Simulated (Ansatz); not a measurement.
Geometry optimisation, DFT PBE-D3(BJ), scalar-relativistic, plane waves, PAW in Ansatz 0.2.0.

The input (input.yaml):

```yaml
accuracy: low
crystal:
  lattice:
    - [8.657947, 0.0, 0.0]
    - [0.0, 8.657947, 0.0]
    - [0.0, 0.0, 8.657947]
  atoms:
    - { symbol: C, position: [0.4036997, 0.0309302, 0.0489541] }
    - { symbol: H, position: [0.3056986, 0.0801411, -0.0128043] }
    - { symbol: H, position: [0.4853109, -0.0175493, -0.0336858] }
    - { symbol: H, position: [0.363309, -0.0598451, 0.1262099] }
    - { symbol: H, position: [0.46048, 0.120974, 0.1160965] }
    - { symbol: C, position: [0.8125159, 0.7600482, 0.6173254] }
    - { symbol: H, position: [0.7758074, 0.8068628, 0.5064159] }
    - { symbol: H, position: [0.8251247, 0.8538066, 0.7003338] }
    - { symbol: H, position: [0.922859, 0.7011063, 0.6035315] }
    - { symbol: H, position: [0.7262725, 0.6784171, 0.6590202] }
    - { symbol: C, position: [0.6717319, 0.2663141, 0.0239639] }
    - { symbol: H, position: [0.738182, 0.3552283, 0.0832822] }
    - { symbol: H, position: [0.5502408, 0.2769934, 0.0550426] }
    - { symbol: H, position: [0.713908, 0.1527176, 0.0579792] }
    - { symbol: H, position: [0.6845969, 0.2803169, -0.1004485] }
    - { symbol: Si, position: [0.6322934, 0.2485278, 0.425991] }
    - { symbol: H, position: [0.5631441, 0.3775692, 0.5148788] }
    - { symbol: H, position: [0.7619324, 0.1808257, 0.5151226] }
    - { symbol: H, position: [0.5134623, 0.1284269, 0.3978971] }
    - { symbol: H, position: [0.6906346, 0.3072896, 0.2760654] }
    - { symbol: Si, position: [0.862155, 0.6449576, 0.1794203] }
    - { symbol: H, position: [0.9239727, 0.7901052, 0.1127491] }
    - { symbol: H, position: [0.8010797, 0.67573, 0.3364464] }
    - { symbol: H, position: [0.7361642, 0.5854906, 0.0797994] }
    - { symbol: H, position: [0.9874032, 0.5285045, 0.1886864] }
    - { symbol: Si, position: [0.4489566, 0.6311598, 0.3111036] }
    - { symbol: H, position: [0.4776815, 0.7284085, 0.1730751] }
    - { symbol: H, position: [0.5012495, 0.7143088, 0.4514104] }
    - { symbol: H, position: [0.2814225, 0.5978365, 0.3236015] }
    - { symbol: H, position: [0.5354729, 0.4840853, 0.2963274] }
    - { symbol: Si, position: [0.1463517, 0.1405464, 0.248652] }
    - { symbol: H, position: [0.2235888, 0.2768847, 0.3177939] }
    - { symbol: H, position: [0.1534059, 0.1514393, 0.0778718] }
    - { symbol: H, position: [0.2257472, -0.0022324, 0.3000802] }
    - { symbol: H, position: [-0.0173353, 0.1360941, 0.2988623] }
    - { symbol: Si, position: [0.2952027, 0.4323487, 0.9925832] }
    - { symbol: H, position: [0.144184, 0.5108493, 0.9734703] }
    - { symbol: H, position: [0.3311746, 0.4176024, 1.1593852] }
    - { symbol: H, position: [0.2879423, 0.2765758, 0.9217567] }
    - { symbol: H, position: [0.41751, 0.5243673, 0.9157208] }
basis:
  ecutwfc: 420.0
kpoints:
  mp_grid: { grid: [1, 1, 1] }
hamiltonian:
  xc: pbe
  dispersion: d3bj
scf:
  occupations: { method: fermi_dirac, width: 0.02 }
  lower_state_search: "off"
relax:
  f_tol: 0.3
  max_steps: 15
  adjacent_minimum: "off"
```

Launched with:

```bash
$ ansatz run input.yaml --threads 1 --pin off --max-ram 3072MiB --backend cpu --events-out ev --progress --plain --runs-dir out
```

Where does it end, and by what steps?

The forces met the threshold. The threshold is loose, so the end isn't yet a minimum. The force dipped under the threshold on the way, but the program's further checks kept it going. Limits of this set-up: coarse k mesh, low accuracy level. After 5 steps the energy has fallen by 1.645 eV; H39 moved furthest, 0.67 Å.

```tsv
step	energy less start (eV)	largest force component (eV/Å)	accepted
0	0.0000	0.671	yes
1	-0.7386	0.232	yes
2	-1.1784	0.284	yes
3	-1.4366	0.360	yes
4	-1.6453	0.196	yes
5	-1.6453	0.194	yes
```

```xyz
40
Lattice="8.6579 0.0000 0.0000 0.0000 8.6579 0.0000 0.0000 0.0000 8.6579" Properties=species:S:1:pos:R:3
C 3.470 -0.033 0.134
H 2.795 0.520 -0.536
H 4.327 -0.411 -0.437
H 2.921 -0.859 0.611
H 3.834 0.650 0.917
C 7.088 6.716 5.626
H 6.751 7.257 4.732
H 7.219 7.427 6.453
H 8.040 6.215 5.407
H 6.338 5.962 5.898
C 6.161 2.260 -0.067
H 6.920 2.928 0.357
H 5.182 2.540 0.350
H 6.387 1.223 0.215
H 6.134 2.356 -1.157
Si 5.569 1.992 4.179
H 4.953 3.071 4.997
H 6.659 1.340 4.950
H 4.524 0.981 3.830
H 6.125 2.564 2.933
Si 7.504 5.757 1.406
H 8.105 7.019 0.884
H 6.924 5.996 2.750
H 6.430 5.303 0.485
H 8.552 4.706 1.515
Si 3.697 5.503 2.952
H 3.928 6.322 1.731
H 4.200 6.234 4.148
H 2.243 5.228 3.117
H 4.431 4.229 2.784
Si 0.976 1.169 2.383
H 1.699 2.331 2.979
H 0.965 1.309 0.902
H 1.674 -0.087 2.778
H -0.424 1.131 2.863
Si 2.535 3.947 8.037
H 1.222 4.638 7.920
H 2.839 3.730 9.477
H 2.468 2.631 7.357
H 3.609 4.777 7.428
```

Whether the end is a true minimum wasn't checked by a vibrational analysis.

Time of the run: 20 s on 1 thread of Arm Neoverse V2, on a shared host, peak memory 0.5 GiB.
